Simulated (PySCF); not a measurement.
**Electronic structure of Cl (chlorine, neutral) at the UHF level**

Configuration: [Ne] 3s1 3p6, 2S determinant (an excited configuration). Calculation: PySCF 2.14, in aug-cc-pwCVQZ (10s9p7d5f3g, 134 functions); no relativity, point nucleus.

* Total energy: -458.922889 hartree
* One-electron energy: -633.4516 hartree
* Hartree (Coulomb) energy: 201.8513 hartree
* Exchange energy: -27.3226 hartree
* Kinetic energy: 458.92153 hartree
* ⟨S²⟩: 0.7799
* ⟨L²⟩: 0.000
* Sum of ⟨r⟩: 16.10 bohr
* Sum of ⟨r²⟩: 28.98 bohr²
* Density at the nucleus (Gaussians lack the cusp): 3170 bohr⁻³
* Spin density at the nucleus: 12.4 bohr⁻³
* Langevin diamagnetic susceptibility: -23.0 ×10⁻⁶ cm³/mol
* Time after the integrals: of the order of 6 core-seconds

```tsv
shell	electrons	mean orbital energy (hartree)	rms radius, mean of both spins (bohr)
1s α	1	-104.97569	0.106
1s β	1	-104.94581	0.106
2s α	1	-10.69589	0.481
2s β	1	-10.64564	0.481
2p α	3	-8.16517	0.451
2p β	3	-8.13712	0.451
3s α	1	-1.19460	1.64
3p α	3	-0.57595	2.02
3p β	3	-0.43396	2.02
```
